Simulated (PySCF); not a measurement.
C₅H₆F₃O (doublet state).
Z-matrix (Å and degrees, GFN2-xTB geometry), rows numbered from 1:
```
F 
C   1  1.3414
F   2  1.3377  1  109.03
C   2  1.4874  1  115.97  3   136.60
F   4  1.3738  2  109.75  1   152.95
C   4  1.5553  2  112.43  1   -86.83
C   6  1.5317  4  115.92  2    58.74
C   7  1.5320  6   84.54  4   114.42
O   6  1.4170  4  111.75  2   161.96
H   4  1.0974  2  109.32  1    35.94
H   6  1.0951  4  107.53  2   -74.32
H   7  1.0866  6  115.58  4    -0.83
H   7  1.0861  6  114.68  4  -130.08
H   8  1.0919  7  115.90  6   115.12
H   8  1.0927  7  115.89  6  -114.15
```

The hyperfine couplings belong to this conformer and change with its torsions.

Identity: `F[C](F)[C@@H](F)[C@H]1CCO1` [radical].

Computed with PySCF 2.14.0, UKS B3LYP, pcH-1 on C F H O, non-relativistic, mean-field spin-orbit, GIAO. Isolated species at its GFN2-xTB geometry (one conformer only). The geometry wasn't refined by DFT: couplings that depend on bond lengths, twists or pyramidal angles can differ widely from those at the functional's own minimum. Stability of the SCF solution: not tested.

Break the g tensor into its mass correction, gauge correction and orbital-Zeeman/spin–orbit terms.

```csv
Δg (ppm),1,2,3
relativistic mass correction,-254,-254,-254
gauge correction,17,5,-34
orbital Zeeman/spin–orbit,-188,2292,2830
total,-425,2044,2542
```

So g = 2.00189, 2.00436, 2.00486 and g_iso = 2.00371; the tensor is rhombic: the two nearest values differ by 17 % of g3 − g1. Axes: g2 points within 12° of the C2–F3 bond.

What effective moment and Curie constant follow for a powder?

With the mean of g² = 4.0148 and S(S+1) = 0.75: μ_eff = √(⟨g²⟩S(S+1)) = 1.735 μB and χT = 0.12505·⟨g²⟩·S(S+1) = 0.377 cm³ K/mol (cgs; spin-Hamiltonian part alone).

What are the electron Larmor frequencies g μB B/h along the three axes at 350 mT?

9.8067, 9.8187, 9.8212 GHz for g1, g2 and g3, a range of 14.5 MHz.

Average each term over the three axes. Which is largest in size?

The orbital-Zeeman/spin–orbit term 1645, the mass correction -254 and the gauge correction -4 ppm, for a total of 1387 ppm. The orbital-Zeeman/spin–orbit term is the largest in size. The mass correction is the same along every axis, so the anisotropy comes from the other two: their spans along these axes are 50 (gauge) and 3018 ppm (orbital Zeeman/spin–orbit).

In a frozen sample, at which fields do the three g values resonate at 9.5, 34, 94 and 263 GHz (hyperfine left aside), and which band first spreads them over more than twice a line width of 0.5 mT?

```json
{"band": "X", "GHz": "9.5", "B(g3) mT": "338.55", "B(g2) mT": "338.64", "B(g1) mT": "339.06", "spread mT": "0.50"}
{"band": "Q", "GHz": "34.0", "B(g3) mT": "1211.67", "B(g2) mT": "1211.97", "B(g1) mT": "1213.46", "spread mT": "1.80"}
{"band": "W", "GHz": "94.0", "B(g3) mT": "3349.90", "B(g2) mT": "3350.73", "B(g1) mT": "3354.87", "spread mT": "4.97"}
{"band": "J", "GHz": "263.0", "B(g3) mT": "9372.59", "B(g2) mT": "9374.93", "B(g1) mT": "9386.49", "spread mT": "13.89"}
```

The spread grows in proportion to the frequency. Q band is the first where it exceeds 1.0 mT.

Largest spin populations (Mulliken): C2 (+0.84) and F3 (+0.06). No atom but C2 exceeds +0.15. The angles at C2 add up to 343.3°, so it is pyramidal.

The HOMO–LUMO gaps are 7.28 eV among the α and 5.13 eV among the β orbitals.
